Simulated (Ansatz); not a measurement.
Diatomic SeCl, multiplicity 2 (lowest of 2S+1 = 2, 4 at CCSD(T)/def2-TZVPP on PBE0 minima; our sources give no spin for the ground state, which may be another). No spin–orbit coupling. Se is treated without relativity.

Seven points along R, fitted to fifth degree in 1/R; most abundant isotopes. In def2 and cc sets the state is the lowest found near the PBE0 minimum, followed along R.

Programs: Ansatz (an electronic-structure program). Values without a source in brackets are computed.

Energies at PBE/def2-TZVPP:

| R (Å) | E (hartree) |
|---|---|
| 1.971315 | -2861.18612773 |
| 2.024307 | -2861.19286510 |
| 2.073060 | -2861.19642697 |
| 2.128172 | -2861.19803337 |
| 2.183284 | -2861.19761460 |
| 2.246875 | -2861.19520591 |
| 2.321064 | -2861.19048552 |

Question: With a reduced mass of 24.3250 u, find the minimum, the force constant and the constants.

Answer: A fifth-degree polynomial in 1/R puts the minimum at r_e = 2.1426 Å with force constant 271 N/m. Then ω_e = (1/2πc)√(k/μ) = 435 cm⁻¹ and B_e = h/(8π²cμr_e²) = 0.1510 cm⁻¹; the cubic and quartic terms give α_e = 0.00072 and ω_e x_e = 1.5 cm⁻¹.
